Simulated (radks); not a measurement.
The numbers below are computed, except where a source is named.
Task: Ionisation of Fe12+, [Ne] 3s2 3p2, to Fe13+, [Ne] 3s2 3p1, under several functionals. Non-relativistic Kohn-Sham, spin-polarised, spherical densities, point nucleus; open shells are filled with parallel spins first; a radial shooting solver on a logarithmic mesh with Libxc functionals. Known Delta-SCF values: SOGGA 358.61 eV. What does MS2 meta-GGA give, and what is its highest occupied eigenvalue?

Result: 358.93 eV by Delta-SCF; the 3p eigenvalue is -343.89 eV. NIST: 361 eV (semi-empirical).
